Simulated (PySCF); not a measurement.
# Excitation energy of C⁺ by level of theory

C⁺ [He] 2s2 2p1 (2P) → C⁺ [He] 2s2 3d1 (2D), as a difference of total energies. Calculation: PySCF 2.14, in aug-cc-pVTZ-DK (5s4p3d2f, 46 functions); the spin-free X2C one-electron Hamiltonian (Gaussian nucleus). Correlated levels: valence: 1s2 frozen. The calculations carry no spin-orbit coupling.

```csv
method,excitation energy (eV)
UHF,18.606
MP2 (valence),18.477
SCS-MP2 (valence),18.454
CCSD (valence),18.563
CCSD(T) (valence),18.563
CCSDT (valence),18.563
```

Q: How much does correlation contribute at CCSD(T) (valence)?

A: 18.563 − (18.606) = -0.043 eV, measured against UHF.

Errors of the correlated levels include the incompleteness of this basis and the frozen core.

The promoted electron is Rydberg-like, and one or two diffuse shells describe it only roughly, which tends to raise the upper state.

The coupled-cluster amplitudes are large for the upper state (T1 above 0.03 or a double amplitude above 0.15), so a single reference is strained.

For comparison: 18.041 eV (measured; NIST levels, between the centres of gravity of the two terms).
